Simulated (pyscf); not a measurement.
•O–SeH, doublet

Gas-phase minimum from PySCF at ωB97X-D3(BJ)/def2-SVP, one conformer. •O–SeH lies 15.3 kcal/mol over its isomer HO–Se• (electronic energy, ωB97M-D3(BJ)). 

SMILES: [O][SeH]
```xyz
3

O      0.8476     1.8812     0.3913
Se     1.0940     0.5709    -0.6040
H      0.1566    -0.4339    -0.0197
```
Charge 0, spin multiplicity 2.

Bonds (Å): O1–Se2 1.664, Se2–H3 1.493. Bond angles (°): O1–Se2–H3 101.7.

Properties at ωB97X-D3(BJ)/def2-SVP:

- Harmonic wavenumbers, unscaled = 828, 946, 2329 cm⁻¹
- Zero-point energy = 5.9 kcal/mol
- Rotational symmetry number = 1
- Entropy of this conformer at 298 K and 1 atm, rigid rotor and harmonic oscillator, modes under 100 cm⁻¹ raised to 100 = 254.6 J/(mol K)
- Dipole moment = 2.74 D
- Spin expectation value S2 = 0.755

Single-point totals, which compare only within one level (frozen core for MP2 and CC):

```tsv
level	total energy (hartree)
ωB97X-D3(BJ)/def2-TZVP	-2477.27891
PBE/def2-TZVP	-2476.91777
r²SCAN/def2-TZVP	-2477.30276
B3LYP-D3(BJ)/def2-TZVP	-2477.38788
PBE0-D3(BJ)/def2-TZVP	-2476.98408
M06-2X/def2-TZVP	-2477.33183
ωB97M-D3(BJ)/def2-TZVP	-2477.36788
UHF/def2-TZVPP	-2475.26132
MP2/def2-TZVPP	-2475.74029
CCSD/def2-TZVPP	-2475.76334
CCSD(T)/def2-TZVPP	-2475.78315
```

The CCSD(T) − MP2 part came from Ansatz, without density fitting, on the same reference. The frozen core leaves the outer d or s,p core shells of the metals and heavy elements correlated in the MP2 and CC values, and def2-TZVPP describes them poorly, so these totals are far from the basis limit. Elements up to Kr have no core potential and no relativistic terms here.
